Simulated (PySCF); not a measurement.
# TDDFT excited states: C3H7ClOSi2

C3H7ClOSi2.
SMILES: `C=C[Si@@H](Cl)[SiH2]C=O`

Computed with PySCF 2.14.0, density-fitted response routines, TDDFT CAM-B3LYP/def2-SVPD, vertical, gas phase, core orbitals frozen in the response. One conformer (not necessarily the lowest) at the GFN2-xTB geometry, without solvent, vibrations or thermal averaging. Torsions of this conformer, `[CH2:1]=[CH:2][Si@@H:3]([Cl:4])[SiH2:5][CH:6]=[O:7]`: C1–C2–Si3–Cl4 -172°, C2–Si3–Si5–C6 68°, Si3–Si5–C6–O7 -6°.

List the vertical singlet excitations with oscillator strengths and describe the spectrum.

```tsv
state	E (eV)	ν̃ (cm⁻¹)	f	main configurations (H = HOMO, L = LUMO)
S1	3.29	26570	0.0002	H→L (91%)
S2	5.92	47780	0.037	H→L+1 (85%)
S3	5.99	48280	0.010	H-1→L (77%)
S4	6.33	51080	0.035	H→L+2 (63%), H→L+3 (12%)
S5	6.46	52110	0.015	H-1→L+1 (74%)
S6	6.57	53010	0.022	H→L+3 (62%), H→L+2 (12%)
S7	6.59	53190	0.014	H-2→L+2 (50%), H-1→L+2 (11%), H→L+3 (8%)
S8	6.88	55480	0.132	H-1→L+2 (49%), H-2→L+2 (12%), H→L+4 (11%)
```

Triplets, Tamm–Dancoff:

| state | E (eV) | λ (nm) | main configurations (H = HOMO, L = LUMO) |
| --- | --- | --- | --- |
| T1 | 2.62 | 473.3 | H→L (90%) |
| T2 | 4.24 | 292.8 | H-1→L+2 (63%), H-2→L+2 (9%), H-3→L+2 (8%) |
| T3 | 5.46 | 227.2 | H→L+1 (77%) |

The lowest singlet lies at 3.29 eV (376 nm, ultraviolet) and is dark (f under 0.0005); its leading configuration is HOMO→LUMO (91%). The most intense listed level is S8 at 6.88 eV (180 nm, f = 0.132), 3.58 eV above S1. It is the last of those listed, so stronger ones may follow. Löwdin shares by element: HOMO oxygen 44%, carbon 21% or more, silicon 13% or more, hydrogen 9% or more; LUMO carbon 39% or more, oxygen 34%, silicon 13% or more, hydrogen 6% or more. The listed states span 3.58 eV, and the widest gap between neighbours is 2.63 eV (S1 to S2). Weighted by f, the mean energy of these states is 6.57 eV. The oscillator strengths of these states sum to 0.265; summed over the whole spectrum of an exact calculation they would give the number of electrons, 78 (Thomas–Reiche–Kuhn). No computed singlet lies in the visible range (380 to 750 nm); the lowest, at 376 nm, stands 0.03 eV above its violet end (3.26 eV); a Tamm–Dancoff triplet lies at 473 nm, without intensity as long as spin–orbit coupling is left out. Only the lowest 8 singlets were computed, as vertical energies without vibronic structure.
